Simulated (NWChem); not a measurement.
System: CH5FOSi; SMILES O[SiH2]CF

Input file for NWChem:

```
start job
memory heap 200 mb stack 900 mb global 1100 mb
geometry units angstroms noautoz
  O     -0.968290     1.435464    -0.295863
  Si     0.466458     0.708017     0.131417
  C      0.500410    -1.111701    -0.397610
  F     -0.499949    -1.793394     0.279049
  H     -1.761035     1.102786     0.135801
  H      1.545570     1.445928    -0.581748
  H      0.685188     0.749899     1.610443
  H      1.475368    -1.579395    -0.166476
  H      0.334096    -1.221242    -1.484360
end
basis spherical
  * library def2-tzvp
end
dft
  xc b3lyp
  iterations 150
  mulliken
end
task dft energy
```

Output (shortened):

```
             Northwest Computational Chemistry Package (NWChem) 7.3.0
             --------------------------------------------------------

 C1  symmetry detected

                             Geometry "geometry" -> ""
                             -------------------------

 Output coordinates in angstroms (scale by  1.889725989 to convert to a.u.)

  No.       Tag          Charge          X              Y              Z
 ---- ---------------- ---------- -------------- -------------- --------------
    1 O                    8.0000    -0.88369501     1.51561301    -0.19715434
    2 Si                  14.0000     0.51418211     0.69647190     0.18389231
    3 C                    6.0000     0.45253849    -1.09488238    -0.43226174
    4 F                    9.0000    -0.57789523    -1.75688847     0.21831119
    5 H                    1.0000    -1.69020552     1.20308629     0.22394059
    6 H                    1.0000     1.62595110     1.41232844    -0.50103016
    7 H                    1.0000     0.74220626     0.65556219     1.66154119
    8 H                    1.0000     1.40350282    -1.62208480    -0.23119417
    9 H                    1.0000     0.27538206    -1.14311226    -1.52174539

 Effective nuclear repulsion energy (a.u.)     173.5877741765

                                 NWChem DFT Module
                                 -----------------

 Summary of "ao basis" -> "ao basis" (spherical)
 ------------------------------------------------------------------------------
       Tag                 Description            Shells   Functions and Types
 ---------------- ------------------------------  ------  ---------------------
 O                         def2-tzvp                11       31   5s3p2d1f
 Si                        def2-tzvp                13       37   5s5p2d1f
 C                         def2-tzvp                11       31   5s3p2d1f
 F                         def2-tzvp                11       31   5s3p2d1f
 H                         def2-tzvp                 4        6   3s1p

            General Information
            -------------------
          SCF calculation type: DFT
          Wavefunction type:  closed shell.
          No. of atoms     :     9
          No. of electrons :    42
           Alpha electrons :    21
            Beta electrons :    21
          Charge           :     0
          Spin multiplicity:     1
          Use of symmetry is: off; symmetry adaption is: off
          Maximum number of iterations: 150
          AO basis - number of functions:   160
                     number of shells:    66
          Convergence on energy requested:  1.00D-06
          Convergence on density requested:  1.00D-05
          Convergence on gradient requested:  5.00D-04

              XC Information
              --------------
                         B3LYP Method XC Potential
                     Hartree-Fock (Exact) Exchange  0.200
                        Slater Exchange Functional  0.800 local
                    Becke 1988 Exchange Functional  0.720 non-local
              Lee-Yang-Parr Correlation Functional  0.810
                  VWN I RPA Correlation Functional  0.190 local

             Grid Information
             ----------------
          Grid used for XC integration:  medium
          Radial quadrature: Mura-Knowles
          Angular quadrature: Lebedev.
          Tag              B.-S. Rad. Rad. Pts. Rad. Cut. Ang. Pts.
          ---              ---------- --------- --------- ---------
          O                   0.60       49          11.0       434
          Si                  1.10       88           9.0       590
          C                   0.70       49          10.0       434
          F                   0.50       49          11.0       434
          H                   0.35       45          11.0       434
          Grid pruning is: on
          Number of quadrature shells:   460
          Spatial weights used:  Erf1

      Superposition of Atomic Density Guess
      -------------------------------------

 Sum of atomic energies:        -503.20817032

      Non-variational initial energy
      ------------------------------

 Total energy =    -504.538779
 1-e energy   =   -1040.788851
 2-e energy   =     362.662298
 HOMO         =      -0.336771
 LUMO         =       0.021452

     ---------------------------------------------
      Total Density - Mulliken Population Analysis
     ---------------------------------------------

    Atom       Charge   Shell Charges
 -----------   ------   -------------------------------------------------------
    1 O    8     8.85   0.79  1.18  0.59  0.95  0.24  2.03  2.21  0.84  0.00  0.01  0.00
    2 Si  14    13.30   2.00  0.59  1.39  0.84  0.42  4.11  1.73  0.50  1.08  0.31  0.14  0.13  0.04
    3 C    6     6.08   0.86  1.12  0.54  0.68  0.11  1.07  1.27  0.32  0.02  0.07  0.01
    4 F    9     9.38   0.77  1.20  0.61  1.00  0.31  2.33  2.31  0.83  0.00  0.01  0.00
    5 H    1     0.54   0.20  0.25  0.05  0.04
    6 H    1     1.05   0.23  0.54  0.28  0.01
    7 H    1     1.07   0.23  0.55  0.28  0.01
    8 H    1     0.86   0.24  0.45  0.15  0.02
    9 H    1     0.87   0.24  0.45  0.15  0.02

   convergence    iter        energy       DeltaE   RMS-Dens  Diis-err
 ---------------- ----- ----------------- --------- --------- ---------
 d= 0,ls=0.0,diis     1   -505.7389431669 -6.79D+02  6.18D-03  1.18D+00
 d= 0,ls=0.0,diis     2   -505.6702419479  6.87D-02  3.93D-03  1.85D+00
 d= 0,ls=0.0,diis     3   -505.8268477828 -1.57D-01  7.46D-04  1.09D-01
 d= 0,ls=0.0,diis     4   -505.8350121758 -8.16D-03  2.24D-04  3.17D-03
 d= 0,ls=0.0,diis     5   -505.8352644318 -2.52D-04  6.95D-05  8.11D-04
  Resetting Diis
 d= 0,ls=0.0,diis     6   -505.8353361855 -7.18D-05  2.10D-05  2.72D-05
 d= 0,ls=0.0,diis     7   -505.8353380961 -1.91D-06  1.38D-05  3.56D-06
 d= 0,ls=0.0,diis     8   -505.8353378375  2.59D-07  7.73D-06  6.83D-06

         Total DFT energy =     -505.835337837470
      One electron energy =    -1044.345726859582
           Coulomb energy =      412.292501933380
    Exchange-Corr. energy =      -47.369887087738
 Nuclear repulsion energy =      173.587774176471

 Numeric. integr. density =       41.999994340282

                       DFT Final Molecular Orbital Analysis
                       ------------------------------------

 Vector   19  Occ=2.000000D+00  E=-3.542861D-01
              MO Center= -1.1D-01, -8.1D-01, -2.3D-01, r^2= 3.1D+00
   Bfn.  Coefficient  Atom+Function         Bfn.  Coefficient  Atom+Function
  ----- ------------  ---------------      ----- ------------  ---------------
   107      0.275478  4 F  pz               110      0.219247  4 F  pz
   156      0.191860  9 H  s                105      0.182556  4 F  px
    76     -0.168142  3 C  pz               113      0.165063  4 F  pz
     7      0.160891  1 O  py               150     -0.153909  8 H  s
   108      0.145480  4 F  px               157      0.132399  9 H  s

 Vector   20  Occ=2.000000D+00  E=-3.330015D-01
              MO Center=  3.0D-01,  8.9D-01,  2.6D-01, r^2= 3.1D+00
   Bfn.  Coefficient  Atom+Function         Bfn.  Coefficient  Atom+Function
  ----- ------------  ---------------      ----- ------------  ---------------
     8      0.263796  1 O  pz                11      0.215977  1 O  pz
   144     -0.193909  7 H  s                138      0.168729  6 H  s
   145     -0.168141  7 H  s                139      0.162388  6 H  s
    14      0.158672  1 O  pz                48     -0.159181  2 Si pz
    47      0.125784  2 Si py               143     -0.123456  7 H  s

 Vector   21  Occ=2.000000D+00  E=-2.983600D-01
              MO Center=  1.1D-01, -2.1D-01, -4.9D-02, r^2= 3.2D+00
   Bfn.  Coefficient  Atom+Function         Bfn.  Coefficient  Atom+Function
  ----- ------------  ---------------      ----- ------------  ---------------
    75      0.238841  3 C  py               106     -0.210217  4 F  py
    78      0.198393  3 C  py                 7      0.176947  1 O  py
    47     -0.173918  2 Si py               109     -0.165593  4 F  py
     8      0.146738  1 O  pz               112     -0.146090  4 F  py
    10      0.144609  1 O  py                11      0.120469  1 O  pz

 Vector   22  Occ=0.000000D+00  E=-5.549903D-03
              MO Center= -1.8D-01,  6.3D-01,  2.7D-01, r^2= 5.2D+00
   Bfn.  Coefficient  Atom+Function         Bfn.  Coefficient  Atom+Function
  ----- ------------  ---------------      ----- ------------  ---------------
    49      0.786832  2 Si px                 5      0.774196  1 O  s
   133     -0.532245  5 H  s                 73     -0.427077  3 C  s
    50     -0.396811  2 Si py               139     -0.333657  6 H  s
   104      0.253416  4 F  s                 36      0.235890  2 Si s
    82     -0.228342  3 C  pz                46      0.180330  2 Si px

 Vector   23  Occ=0.000000D+00  E= 3.270984D-02
              MO Center=  7.1D-01, -4.0D-02, -1.5D-01, r^2= 6.9D+00
   Bfn.  Coefficient  Atom+Function         Bfn.  Coefficient  Atom+Function
  ----- ------------  ---------------      ----- ------------  ---------------
    73      3.180942  3 C  s                 50      1.396437  2 Si py
   157     -1.287993  9 H  s                 36     -1.158025  2 Si s
   151     -0.982457  8 H  s                 81      0.603635  3 C  py
    51      0.526399  2 Si pz               139     -0.383875  6 H  s
    47      0.362914  2 Si py                80      0.293695  3 C  px

 Vector   24  Occ=0.000000D+00  E= 4.274922D-02
              MO Center=  3.2D-01, -8.3D-02, -3.2D-01, r^2= 4.9D+00
   Bfn.  Coefficient  Atom+Function         Bfn.  Coefficient  Atom+Function
  ----- ------------  ---------------      ----- ------------  ---------------
   145      0.939165  7 H  s                 51     -0.845626  2 Si pz
   104      0.640609  4 F  s                 80      0.611307  3 C  px
   133      0.520958  5 H  s                 36     -0.420943  2 Si s
     5     -0.392460  1 O  s                139     -0.313919  6 H  s
    81      0.311929  3 C  py                73     -0.304248  3 C  s

     ---------------------------------------------
      Total Density - Mulliken Population Analysis
     ---------------------------------------------

    Atom       Charge   Shell Charges
 -----------   ------   -------------------------------------------------------
    1 O    8     8.53   0.79  1.18  0.58  0.91  0.29  1.93  1.92  0.92  0.00  0.02  0.00
    2 Si  14    13.54   2.00  0.57  1.39  0.88  0.36  4.13  1.68  0.62  1.18  0.26  0.20  0.21  0.06
    3 C    6     6.06   0.85  1.12  0.53  0.64  0.08  1.28  1.18  0.27  0.02  0.07  0.01
    4 F    9     9.26   0.77  1.20  0.62  0.96  0.37  2.29  2.10  0.93  0.00  0.01  0.00
    5 H    1     0.68   0.26  0.33  0.04  0.05
    6 H    1     1.06   0.25  0.54  0.26  0.01
    7 H    1     1.07   0.25  0.54  0.27  0.01
    8 H    1     0.91   0.27  0.49  0.12  0.02
    9 H    1     0.90   0.28  0.48  0.12  0.02

     -------------------------------------------
      Total Density - Lowdin Population Analysis
     -------------------------------------------

    Atom       Charge   Shell Charges
 -----------   ------   -------------------------------------------------------
    1 O    8     8.14   0.87  1.09  0.53  0.59  0.31  1.77  1.91  1.03  0.00  0.03  0.00
    2 Si  14    13.80   2.00  0.83  1.09  0.50  0.30  3.85  1.87  0.70  1.10  0.52  0.22  0.61  0.21
    3 C    6     6.46   0.91  1.04  0.39  0.36  0.20  1.11  1.34  0.59  0.03  0.41  0.07
    4 F    9     8.94   0.86  1.10  0.60  0.70  0.38  2.14  2.12  1.01  0.00  0.03  0.00
    5 H    1     0.82   0.25  0.31  0.11  0.16
    6 H    1     1.04   0.25  0.47  0.29  0.02
    7 H    1     1.05   0.25  0.48  0.30  0.02
    8 H    1     0.88   0.26  0.40  0.17  0.06
    9 H    1     0.88   0.26  0.40  0.17  0.06

     Multipole analysis of the density
     ---------------------------------

     L   x y z        total         alpha         beta         nuclear
     -   - - -        -----         -----         ----         -------
     0   0 0 0     -0.000000    -21.000000    -21.000000     42.000000

     1   1 0 0      0.195724      0.097862      0.097862      0.000000
     1   0 1 0     -0.086992     -0.043496     -0.043496     -0.000000
     1   0 0 1     -0.023784     -0.011892     -0.011892     -0.000000

     2   2 0 0    -21.215118    -50.389484    -50.389484     79.563850
     2   1 1 0     -1.627579      1.647081      1.647081     -4.921741
     2   1 0 1     -1.081076     -0.013663     -0.013663     -1.053750
     2   0 2 0    -27.371475   -135.012503   -135.012503    242.653531
     2   0 1 1      1.813199     -1.871491     -1.871491      5.556182
     2   0 0 2    -23.609880    -25.670467    -25.670467     27.731053
```

Level: B3LYP/def2-TZVP. Coordinates come from a PBE0/def2-SVP optimisation. B3LYP is NWChem's, with the RPA form of VWN correlation.
